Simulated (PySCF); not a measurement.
## Optical rotation: `C#C[C@@]12C[C@@H](O)[C@@H]1C2`, C7H8O

Geometry (Å), atoms numbered from 1 in this order:
```xyz
16

C     2.7885    1.0798   -0.7781
C     1.7969    0.4994   -0.4332
C     0.6054   -0.1406   -0.0158
C    -0.2112    0.2777    1.2117
C    -1.5163   -0.0029    0.4219
O    -2.3536    1.0974    0.2274
C    -0.6754   -0.4260   -0.7869
C     0.2308   -1.5475   -0.3948
H     3.6653    1.5711   -1.0770
H    -0.0453   -0.3208    2.1062
H    -0.1018    1.3325    1.4589
H    -2.1581   -0.7857    0.8353
H    -1.8388    1.8124   -0.1657
H    -0.9281   -0.2028   -1.8109
H     0.8085   -1.9974   -1.1894
H    -0.0742   -2.2377    0.3790
```

Method: TDDFT LC-wPBE/def2-SVPD circular dichroism and optical rotation, one conformer, gas phase in PySCF 2.14.0. Geometry: GFN2-xTB.

The molecule is flexible and this is one conformer; a measurement averages over conformers.

Stereocentres: C3 S, C5 R, C7 R.

Question: Give the optical rotatory dispersion at 633, 589.3, 546, 436, 405, 365, 355 nm.

Answer: [α] in deg dm⁻¹ (g/mL)⁻¹:
| λ (nm) | origin-invariant length gauge | modified velocity gauge | length gauge (centre of mass) | isotropic polarisability (au) |
| --- | --- | --- | --- | --- |
| 633 | -121.5 | -122.6 | -122.1 | 79.9 |
| 589.3 | -143.5 | -144.9 | -144.2 | 80.2 |
| 546 | -172.2 | -173.9 | -173.1 | 80.5 |
| 436 | -305.5 | -308.2 | -306.9 | 82.0 |
| 405 | -374.4 | -377.6 | -376.1 | 82.7 |
| 365 | -508.2 | -512.3 | -510.2 | 83.9 |
| 355 | -553.8 | -558.2 | -556.0 | 84.3 |

Question: And for the mirror image at 589.3 nm?

Answer: +143.5 deg dm⁻¹ (g/mL)⁻¹ (origin-invariant length gauge): the same size and the opposite sign.

Question: What is the molar rotation [Φ] = [α]·M/100 of the geometry above at 589.3 nm?

Answer: With M = 108.14 g/mol, -155.2 deg cm² dmol⁻¹ (origin-invariant length gauge).

The first excitation lies at 6.24 eV (199 nm) with R = -5.2 × 10⁻⁴⁰ esu² cm² (velocity form).
